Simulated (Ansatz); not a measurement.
F3HOSi, SMILES `O[Si](F)(F)F`. Charge 0, multiplicity 1.

Z-matrix (Å, degrees):
```
Si
F 1 1.572
F 1 1.572 2 106.8
O 1 1.604 2 112.4 3 -123.7
F 1 1.565 2 108.8 3 117.2
H 4 0.958 1 120.4 2 60.3
```

(1) List the harmonic frequencies (cm⁻¹, unscaled) at PBE0-D4/def2-TZVP in Ansatz. (An estimate is asked.)

(2) Is this a minimum?

(3) Give the ideal-gas thermochemistry at 298.15 K and 1 bar (rigid rotor, harmonic oscillator; point group Cs, symmetry number 1).

(4) Rotational constants (cm⁻¹)?

## Answers

(1) Ansatz gave: 138, 267, 281, 367, 381, 389, 772, 804, 994, 1021, 1048, 3941.

(2) Yes, all 12 modes are real.

(3) Zero-point energy 62.2 kJ/mol; H(298) − E = 79.6 kJ/mol; entropy 316.3 J/(mol·K), of which translation 166.5, rotation 108.7, vibration 41.0; G(298) − E = -14.7 kJ/mol.

(4) 0.1379, 0.1351, 0.1337.
